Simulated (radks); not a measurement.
Results of a calculation; reference values are marked as such.
Coulomb parameter of the 4f shell of the holmium ion Ho2+ in the model configuration [Xe] 4f10 5d1, as a second difference U = [E(n + 0.25) + E(n - 0.25) - 2 E(n)] / (0.25)^2 with all orbitals relaxed. "Bare": the charge of the atom changes with n. "Screened": the 5d shell takes up the change at fixed total charge, which measures U(4f,4f) + U(5d,5d) - 2 U(4f,5d). Level of theory: Dirac Kohn-Sham, PBE, spin-unpolarised, spherical densities, finite nucleus; open shells are shared between the two j in proportion to 2j + 1; Fermi nuclear charge, rms radius 5.2022 fm (a radial shooting solver on a logarithmic mesh with Libxc functionals).

case,configuration,E - E(n) (eV)
start,[Xe] 4f10 5d1,0.000
bare +0.25,[Xe] 4f10.25 5d1,-5.340
bare -0.25,[Xe] 4f9.75 5d1,6.427
screened +0.25,[Xe] 4f10.25 5d0.75,-1.929
screened -0.25,[Xe] 4f9.75 5d1.25,2.247

U(bare) = 17.389 eV, U(screened by 5d) = 5.090 eV.
